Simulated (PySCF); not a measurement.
Worked example: chemical shift, span and skew from a shielding tensor

B(H)(NH2)2 (BH₅N₂), SMILES NBN. Atoms are numbered in the order given.

```xyz
8

B      0.0000     0.0000    -0.4990
H      0.0000     0.0000    -1.6944
N      0.0000    -1.2400     0.1763
H      0.0000    -2.1143    -0.3162
H      0.0000    -1.3429     1.1770
N      0.0000     1.2400     0.1763
H      0.0000     1.3429     1.1770
H      0.0000     2.1143    -0.3162
```

Geometry: B3LYP-D3(BJ)/def2-TZVP. One conformer was computed; it need not be the lowest.

GIAO shieldings from PBE0/pcSseg-2 (PySCF), non-relativistic, no solvent. The symmetric part of the tensor of N3 has the principal values 136.4, 214.9, 243.0 ppm. The same nucleus in NH3 has σ = 263.3 ppm at this level (PySCF, at its B3LYP-D3(BJ)/def2-TZVP geometry).

**Question.** Work out the isotropic shielding, the ¹⁵N shift against NH3, the span and the skew.

**Answer.** 
σ(iso) = (σ11 + σ22 + σ33)/3 = 198.1 ppm. δ = σ(ref) − σ(iso) = 263.3 − (198.1) = 65.2 ppm.
Span Ω = σ33 − σ11 = 106.6 ppm. Skew κ = 3(σ(iso) − σ22)/Ω = -0.47. Tumbling in solution averages the tensor to δ; in a static solid the shielding alone would spread this spin-1/2 line over Ω.
